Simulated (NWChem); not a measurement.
# boron trifluoride (BF3); SMILES FB(F)F

```xyz
4

F      1.2620    -0.3802     0.0000
B      0.0000     0.0000     0.0000
F     -0.9603    -0.9028     0.0000
F     -0.3017     1.2830     0.0000
```
Atoms are numbered in this order, from 1.

Results from NWChem. Pople sets run with spherical d functions. The geometry was optimised at B3LYP/6-31G* (spherical d). No frequency run checked for a minimum. GIAO values for the isolated, static molecule; σ is the absolute isotropic shielding.

```csv
level,σ F1 (ppm),σ B2 (ppm)
Hartree-Fock/6-31G*,348.9,115.7
B3LYP/6-31G*,314.9,102.6
B3LYP/6-311G**,295.7,92.0
PBE/pcSseg-1,284.2,83.7
PBE0/pcSseg-1,298.3,88.7
KT2/pcSseg-1,291.0,89.7
"LDA (Slater exchange, VWN5)/pcSseg-1",?,?
BHandHLYP/pcSseg-1,310.9,92.1
PBE0/pcSseg-2,304.4,88.7
B3LYP/IGLO-III,302.3,87.1
Hartree-Fock/STO-3G,418.3,125.7
PBE0/6-31G*,316.0,103.9
PBE0/def2-SVP,315.4,101.6
"PBE/x2c-SVPall-s, scalar ZORA without spin-orbit coupling",309.6,86.1
"PBE0/x2c-SVPall-s, scalar ZORA without spin-orbit coupling",322.1,91.3
"PBE0/x2c-TZVPall-s, scalar ZORA without spin-orbit coupling",306.3,89.7
```

**Question.** Some entries are withheld; supply them.

**Answer.** 
- LDA (Slater exchange, VWN5)/pcSseg-1, σ F1 (ppm): 277.9
- LDA (Slater exchange, VWN5)/pcSseg-1, σ B2 (ppm): 81.4
